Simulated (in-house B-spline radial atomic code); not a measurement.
Radial electron density of the bismuth ion Bi³⁷⁺, [Kr] 4d10. Computed with an all-electron radial atomic-structure program (B-spline basis): scalar-relativistic (X2C) B97-1, spin-polarised, spherical fractional occupations, exact exchange averaged over the configuration, Fermi nucleus of rms radius 5.5211 fm.

One-electron X2C: radii and densities carry no picture-change correction, so inner-shell <1/r> comes out high (for 1s by about 2 % at Z = 33, 5 % at 54, 10 % at 75, 30 % at 118) and <r> low.

Columns: r (bohr), 4πr²n(r) (electrons per bohr), bar.

```
0.000241     3.55 #
0.000289    4.532 #
0.000347    5.773 ##
0.000417    7.336 ##
0.000501    9.288 ###
0.000601     11.7 ###
0.000722    14.71 ####
0.000867     18.4 #####
 0.00104    22.89 ######
 0.00125    28.39 ########
  0.0015    34.91 ##########
  0.0018    42.58 ############
 0.00216    51.46 ##############
  0.0026    61.67 #################
 0.00312    72.67 ####################
 0.00375    84.36 #######################
  0.0045    95.88 ###########################
  0.0054    106.5 #############################
 0.00648    115.1 ################################
 0.00778    120.6 #################################
 0.00935      122 ##################################
  0.0112    119.3 #################################
  0.0135    113.1 ###############################
  0.0162    106.3 #############################
  0.0194    102.4 ############################
  0.0233    105.2 #############################
   0.028    116.8 ################################
  0.0336    134.6 #####################################
  0.0404    151.8 ##########################################
  0.0485    158.8 ############################################
  0.0582    151.4 ##########################################
  0.0699    135.3 #####################################
  0.0839    124.9 ###################################
   0.101    130.5 ####################################
   0.121    143.4 ########################################
   0.145    141.3 #######################################
   0.174    112.8 ###############################
   0.209    75.97 #####################
   0.251    60.18 #################
   0.302    66.91 ###################
   0.362    68.91 ###################
   0.435    50.53 ##############
   0.523    24.29 #######
   0.627    7.483 ##
   0.753    1.367 
   0.905    0.136 
    1.09 0.006386 
     1.3 0.0001596
```

On this grid the curve has 4 maxima, near 0.00935, 0.0485, 0.121, 0.362 bohr.

The 4p down radial function P(r) = rR(r), positive near the nucleus:

```json
{"r (bohr)": "0.000289", "P": "0.002075"}
{"r (bohr)": "0.000417", "P": "0.003397"}
{"r (bohr)": "0.000601", "P": "0.005595"}
{"r (bohr)": "0.000867", "P": "0.009339"}
{"r (bohr)": "0.00125", "P": "0.01578"}
{"r (bohr)": "0.0018", "P": "0.02689"}
{"r (bohr)": "0.0026", "P": "0.04637"}
{"r (bohr)": "0.00375", "P": "0.07983"}
{"r (bohr)": "0.0054", "P": "0.1361"}
{"r (bohr)": "0.00778", "P": "0.2276"}
{"r (bohr)": "0.0112", "P": "0.3669"}
{"r (bohr)": "0.0162", "P": "0.5583"}
{"r (bohr)": "0.0233", "P": "0.7599"}
{"r (bohr)": "0.0336", "P": "0.86"}
{"r (bohr)": "0.0485", "P": "0.6465"}
{"r (bohr)": "0.0699", "P": "-0.04082"}
{"r (bohr)": "0.101", "P": "-0.9402"}
{"r (bohr)": "0.145", "P": "-1.106"}
{"r (bohr)": "0.209", "P": "0.1513"}
{"r (bohr)": "0.302", "P": "1.727"}
{"r (bohr)": "0.435", "P": "1.7"}
{"r (bohr)": "0.627", "P": "0.6175"}
{"r (bohr)": "0.905", "P": "0.07117"}
```
